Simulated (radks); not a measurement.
Values are calculated unless marked as measured or tabulated.
Species: W61+. Configuration: [Ne] 3s2 3p1 (the NIST ground configuration). Code: a radial shooting solver on a logarithmic mesh with Libxc functionals. Model: non-relativistic Kohn-Sham, PBE, spin-polarised, spherical densities, point nucleus; open shells are filled with parallel spins first (spin-orbit coupling, left out, can overturn this in heavy ions); relativity is left out, which matters for an element this heavy.

Normalised radial functions P(r) = r R(r), r in bohr:

```
   r/bohr * 2p down, o 3p down (the largest magnitude, 3.67, reaches the edge; | marks zero, & curves that meet)
  0.00117                             &
 0.001298                             &
 0.001452                             &
 0.001624                             &
 0.001802                             &
 0.002015                             &
 0.002236                             &
 0.002501                             &
 0.002775                             &
 0.003104                             o*
 0.003472                             o*
 0.003852                             o*
 0.004309                             |&
 0.004781                             |&
 0.005348                             |o*
 0.005934                             |o*
 0.006637                             |o*
 0.007423                             | o*
 0.008237                             | o*
 0.009213                             | o *
  0.01022                             |  o *
  0.01143                             |  o  *
  0.01269                             |   o  *
  0.01419                             |   o   *
  0.01587                             |    o   *
  0.01761                             |     o   *
   0.0197                             |      o    *
  0.02186                             |      o      *
  0.02445                             |       o       *
  0.02713                             |        o        *
  0.03035                             |         o         *
  0.03394                             |          o          *
  0.03766                             |          o           *
  0.04212                             |           o            *
  0.04674                             |           o             *
  0.05228                             |          o               *
  0.05801                             |         o                *
  0.06489                             |       o                  *
  0.07258                             |     o                  *
  0.08053                             |  o                    *
  0.09007                            o|                    *
  0.09995                        o    |                  *
   0.1118                    o        |               *
    0.124                o            |            *
   0.1387             o               |         *
   0.1552           o                 |      *
   0.1722          o                  |    *
   0.1926          o                  |  *
   0.2137            o                | *
    0.239              o              |*
   0.2652                 o           *
   0.2967                    o        *
   0.3318                       o     *
   0.3682                         o   *
   0.4118                           o *
    0.457                            o*
   0.5111                            o*
   0.5672                             &
   0.6344                             &
```

2p down: eigenvalue -14807.9 eV, 0 radial nodes, <r> = 0.0720 bohr, 90 % of the charge inside 0.116 bohr. 3p down (empty): eigenvalue -6184.7 eV, 1 radial node at r = 0.0872 bohr, <r> = 0.188 bohr, 90 % of the charge inside 0.277 bohr.
